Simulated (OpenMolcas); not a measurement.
## An input for C2H3ClSi (SMILES ClC1=C[SiH2]1)

C2H3ClSi has 7 atoms, charge 0, and is taken as a singlet. As SMILES, `ClC1=C[SiH2]1`. The shape is that of a PBE0-D4/def2-TZVP optimisation.

```tsv
atom	x (Å)	y (Å)	z (Å)
Cl	-1.1692	-2.2933	0.4115
C	-0.3580	-0.8199	0.1632
C	0.8368	-0.3300	0.4667
Si	-0.1859	0.8716	-0.4389
H	1.7275	-0.6738	0.9756
H	-0.8378	2.0113	0.2488
H	0.0478	1.1662	-1.8726
```

Settings wanted:

```yaml
method: DFT
reference: RKS
relativity: none
integral_approximation: none
basis_set: def2-SVP
task: gradient
functional: BHLYP
nucleus: point
integration_grid: UltraFine
SCF_convergence_threshold: 1e-10
```

Q: Write the OpenMolcas 26.06 input and the command.

A: One that was run (others would do as well):

geom.xyz:
```
7

Cl    -1.169200    -2.293300     0.411500
C     -0.358000    -0.819900     0.163200
C      0.836800    -0.330000     0.466700
Si    -0.185900     0.871600    -0.438900
H      1.727500    -0.673800     0.975600
H     -0.837800     2.011300     0.248800
H      0.047800     1.166200    -1.872600
```

job.inp:
```
&gateway
 baslib=$CurrDir
 coord=geom.xyz
 basis=def2-SVP
 group=NoSym

&seward
 gridinput
 Grid=UltraFine
 End of Grid

&scf
 ksdft=HYB_GGA_XC_BHANDHLYP
 thresholds=1e-10 1e-07 1e-07 1e-05
 prorbitals=1

&alaska
```

```bash
$ export MOLCAS_MEM=1860
$ pymolcas job.inp > job.log
```

(Basis files named in the input come from the Basis Set Exchange and aren't shown.)

Calculated total energy: -827.28136 Eh, largest force 0.235 eV/Å.
